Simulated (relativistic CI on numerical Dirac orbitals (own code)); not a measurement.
# Hyperfine structure of Gd19+, mass number 155

Calculated at this level of theory: Dirac-Coulomb-Breit CI, separate exchange-only KLI orbitals for each configuration, model QED (radiative potential, 1s self-energy scaled to tabulated hydrogen-like ionisation energies), unscaled Slater integrals (own radial code, finite nucleus).

CI space (outside the closed core [Ar] 3d10): 4s²4p⁶4d⁹, 4s²4p⁵4d¹⁰, 4s²4p⁶4d⁸4f, 4s4p⁶4d¹⁰, 4s²4p⁵4d⁹4f, 4s²4p⁶4d⁸5s, 4s²4p⁶4d⁸5p, 4s4p⁶4d⁹4f, 4s²4p⁶4d⁷4f5s, 4s²4p⁶4d⁸5d, 4s²4p⁶4d⁷5s5p, 4s²4p⁵4d⁹5s, 4s²4p⁶4d⁸5f, 4s²4p⁶4d⁷5s², 4s²4p⁶4d⁶4f5s², 4s²4p⁵4d⁷4f5s², 4s²4p⁶4d⁶5s²5p. Double excitations out of closed p, d and f shells are left out; levels of such configurations are missing from the list, as are those of other unlisted configurations, and high levels can miss mixing partners.

Nuclear spin I = 3/2, μ = -0.2591 μN, Q = 1.27 b (tables of Stone and Pyykkö). The electronic factors are computed for point nuclear moments, without core polarisation or the Bohr-Weisskopf and QED corrections.

```csv
Level,E (cm⁻¹),A (MHz),B (MHz)
4s²4p⁶4d⁹ ²D5/2,0,-800.2,-12300
4s²4p⁶4d⁹ ²D3/2,55109,-1999,-9740
4s²4p⁵4d¹⁰ ²P°3/2,1037209,-3695,-49700
4s²4p⁶4d⁸4f ⁴F°7/2,1134445,-559.6,-8620
4s²4p⁶4d⁸4f ⁴F°9/2,1143873,-421,-8470
4s²4p⁶4d⁸4f ²P°1/2,1153478,-3545,
4s²4p⁶4d⁸4f ⁴I°15/2,1158614,-505.1,-4790
4s²4p⁶4d⁸4f ⁴D°7/2,1160831,-403.7,1760
```

Levels with J = 0, under 50 % of one LS term, or S terms without an open s electron are left out. Small factors come from cancelling terms and can be off by tens of per cent or more.

At this charge energies of transitions that change n are usually good to better than 1 %, and those within a shell (Δn = 0) to a few per cent.

**Question.** Give the hyperfine levels of 4s²4p⁶4d⁹ ²D5/2 relative to its centre of gravity.

**Answer.** With K = F(F + 1) − I(I + 1) − J(J + 1), E = AK/2 + B[¾K(K + 1) − I(I + 1)J(J + 1)]/[2I(2I − 1)J(2J − 1)]: F = 1: -4394, F = 2: 3828, F = 3: 6953, F = 4: -6070 MHz.

LS names give the leading component of a level, which can be under half, so a name can repeat, a term be missing and a line seem to break the LS rules.
